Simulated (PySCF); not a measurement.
Compound: C₂H₇FSi₂.
Cartesian coordinates in Å at the PBE0-D3(BJ)/def2-SVP level; atoms count from 1:
```xyz
12
C2H7FSi2 angstrom
F      2.5329   -0.7719    0.9559
Si     2.2696    0.3159   -0.2278
C      0.4259    0.4510   -0.4413
C     -0.4303   -0.2704    0.3047
Si    -2.2966   -0.1874    0.1435
H      2.9373   -0.1763   -1.4663
H      2.8766    1.6123    0.1884
H      0.0269    1.1398   -1.2007
H     -0.0055   -0.9508    1.0573
H     -2.6481    0.7874   -0.9331
H     -2.8531   -1.5325   -0.1996
H     -2.9149    0.2487    1.4335
```

Method: PBE0-D3(BJ)/def2-SVP geometry optimisation, gas phase in PySCF 2.14.0.

Take the most abundant isotopes and a rigid rotor. The values belong to one conformer with, in the numbering `[F:1][SiH2:2]/[CH:3]=[CH:4]/[SiH3:5]`, F1–Si2–C3–C4 0°.

**Question.** Give the principal moments of inertia and the rotational constants in GHz.

**Answer.** Ia = 54.49, Ib = 446.19, Ic = 488.81 u·Å²; 505379 MHz·u·Å²/I gives 9274, 1133 and 1034 MHz, that is A = 9.2740, B = 1.1326, C = 1.0339 GHz.

**Question.** What kind of rotor is it?

**Answer.** A near-prolate asymmetric top. Ray's parameter κ = (2B − A − C)/(A − C) = -0.976; −1 is the prolate and +1 the oblate limit.

**Question.** Is it planar, by Δ = Ic − Ia − Ib?

**Answer.** Not planar: Δ = Ic − Ia − Ib = -11.88 u·Å². For a rigid frame Δ = −2 Σ m c², so Σ m c² = 5.94 u·Å² lies off the ab plane, practically all of it from hydrogen. The atom farthest from that plane is 1.22 Å away.

**Question.** Which lines would a microwave search look for?

**Answer.** The dipole components are |μa| = 0.41 D, |μb| = 1.24 D, |μc| = 0.00 D; the mirror of this Cs structure is the ab plane, so μc vanishes by symmetry and there are no c-type lines. The squared components, which scale the intensities, stand as 0.11 : 1.00 (a : b). Some lines, for components of 0.1 D or more:

```tsv
type	branch	J(Ka,Kc)	MHz	lower level (cm⁻¹)
a	Q	4(1,3) ← 4(1,4)	987	0.979
a	R	1(0,1) ← 0(0,0)	2167	0.000
b	R	5(0,5) ← 4(1,4)	3107	0.979
a	R	2(1,2) ← 1(1,1)	4234	0.344
a	R	2(0,2) ← 1(0,1)	4332	0.072
a	R	3(2,2) ← 2(2,1)	6500	1.310
a	R	4(2,2) ← 3(2,1)	8674	1.527
b	Q	4(1,3) ← 4(0,4)	8696	0.722
a	R	5(1,5) ← 4(1,4)	10582	0.979
a	R	5(3,3) ← 4(3,2)	10836	3.182
b	Q	5(2,3) ← 5(1,4)	23867	1.382
b	Q	3(2,1) ← 3(1,2)	24281	0.717
b	Q	2(2,0) ← 2(1,1)	24425	0.495
b	Q	5(5,1) ← 5(4,2)	73715	5.456
```

**Question.** Estimate the classical rotational partition function at 50 K, 298.15 K and 500 K.

**Answer.** Point group Cs, symmetry number σ = 1; q = (√π/σ)·√((kT/h)³/(ABC)), k/h = 20836.6 MHz/K: 18100 at 50 K, 263000 at 298.15 K, 572000 at 500 K.

Not checked by PBE0-D3(BJ)/def2-SVP frequencies. Zero-point vibration and centrifugal distortion are left out. A rigid rotor knows nothing of internal rotation, which can split or shift real lines.
